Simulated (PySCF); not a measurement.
Spin-rotation constants: SMILES CC(=O)O[SiH2]CCCl, C₄H₉ClO₂Si

Geometry (Å), atoms numbered from 1 in this order:
```xyz
17

C    -3.373    0.075    0.473
C    -2.217   -0.195   -0.446
O    -2.304   -0.561   -1.586
O    -1.037    0.010    0.136
Si    0.372   -0.226   -0.707
C     1.669    0.219    0.606
C     3.060    0.086    0.039
Cl    4.302    0.500    1.259
H    -3.258    1.059    0.921
H    -4.308    0.013   -0.075
H    -3.367   -0.662    1.274
H     0.466   -1.623   -1.118
H     0.410    0.682   -1.849
H     1.571   -0.431    1.477
H     1.520    1.240    0.960
H     3.270   -0.935   -0.277
H     3.218    0.762   -0.799
```

Computed, not measured: GIAO CAM-B3LYP/pcSseg-1 magnetisability, rotational g tensor and spin-rotation constants, non-relativistic, gas phase (PySCF 2.14.0). Geometry: GFN2-xTB.

(1) Give the nuclear spin-rotation constants along the inertial axes (H = +C I·J) beside the isotropic shieldings.

(2) How do the rotational constants and the g tensor change when H9, H10, H11, H12, H13, H14, H15, H16, H17 are replaced by deuterium?

## Answers

(1) Rotational constants 5.4835, 0.4320, 0.4054 GHz. A star marks the isotopologue with that one atom substituted, in its own axes.
| atom | isotope | Caa (kHz) | Cbb (kHz) | Ccc (kHz) | mean (kHz) | σ (ppm) |
| --- | --- | --- | --- | --- | --- | --- |
| Cl8 | 35Cl | 0.391 | 0.086 | 0.133 | 0.203 | 809.7 |
| H9 | 1H | -0.601 | -0.020 | -0.015 | -0.212 | 29.5 |
| H10 | 1H | 0.148 | -0.047 | -0.047 | 0.018 | 29.9 |
| H11 | 1H | -0.638 | -0.031 | -0.002 | -0.224 | 29.4 |
| H12 | 1H | -0.484 | -0.022 | 0.001 | -0.168 | 27.0 |
| H13 | 1H | -0.483 | -0.022 | 0.002 | -0.168 | 27.0 |
| H14 | 1H | -0.580 | -0.028 | -0.013 | -0.207 | 30.2 |
| H15 | 1H | -0.581 | -0.026 | -0.015 | -0.207 | 30.2 |
| H16 | 1H | -0.563 | -0.027 | -0.002 | -0.198 | 28.4 |
| H17 | 1H | -0.564 | -0.029 | -0.001 | -0.198 | 28.4 |
| C1 | 13C* | 0.727 | 0.063 | 0.073 | 0.287 | 160.7 |
| C2 | 13C* | 3.080 | 0.150 | 0.105 | 1.112 | 4.1 |
| O3 | 17O* | -3.274 | -0.260 | -0.045 | -1.193 | -137.1 |
| O4 | 17O* | -0.830 | -0.140 | -0.063 | -0.344 | 141.2 |
| Si5 | 29Si* | -3.191 | -0.267 | -0.263 | -1.240 | 364.1 |
| C6 | 13C* | 0.734 | 0.064 | 0.072 | 0.290 | 161.8 |
| C7 | 13C* | 0.919 | 0.072 | 0.087 | 0.360 | 140.5 |

For the geometry as given, no vibrational averaging.

(2) Constants 4.2939, 0.4069, 0.3802 GHz; g -0.0440, -0.0069, -0.0063, against -0.0554, -0.0073, -0.0067 before.
